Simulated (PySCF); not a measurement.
Molecule: Me3Si(SMe) (SMILES C[Si](SC)(C)C).

Bonds (- single, = double, # triple, : aromatic): C1-S2, S2-Si3, Si3-C4, Si3-C5, Si3-C6. C1 carries H7, H8, H9; C4 carries H10, H11, H12; C5 carries H13, H14, H15; C6 carries H16, H17, H18.

Geometry PBE0-D3(BJ)/def2-SVP throughout; GIAO in PySCF, gas phase, one conformer, non-relativistic; equivalent atoms averaged; basis pcSseg-1.

For orientation, wB97X-D gives these absolute shieldings σ: C1 172.9, C4/C5/C6 184.7, S2 676.2, Si3 330.8, H7/H8/H9 29.59, H10/H11/H12/H13/H14/H15/H16/H17/H18 31.19 ppm.

A run gave: C1 171.4, C4/C5/C6 182.9, S2 663.8, Si3 321.2, H7/H8/H9 29.54, H10/H11/H12/H13/H14/H15/H16/H17/H18 31.14 ppm (absolute shieldings σ).

Which functional was used in that run?
A. OPBE
B. CAM-B3LYP
C. BLYP
D. WP04
E. PBE

Results:

B. S2 tells them apart best: CAM-B3LYP gives 663.8, PBE gives 643.6, OPBE gives 671.1, WP04 gives 615.3, BLYP gives 621.2 ppm.
